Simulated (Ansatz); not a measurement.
Species: C4H3N, SMILES `C#CCC#N` (charge 0, multiplicity 1), formula C₄H₃N.

Problem. How many basis functions does Ansatz (an electronic-structure program) with frozen-core CCSD(T)/cc-pVTZ // B3LYP-D3(BJ)/def2-TZVP use, how many core orbitals are frozen, and how many electrons are correlated?

Solution. 192 basis functions and 5 frozen orbitals, which leaves 24 correlated electrons. Core time is of the order of minutes.
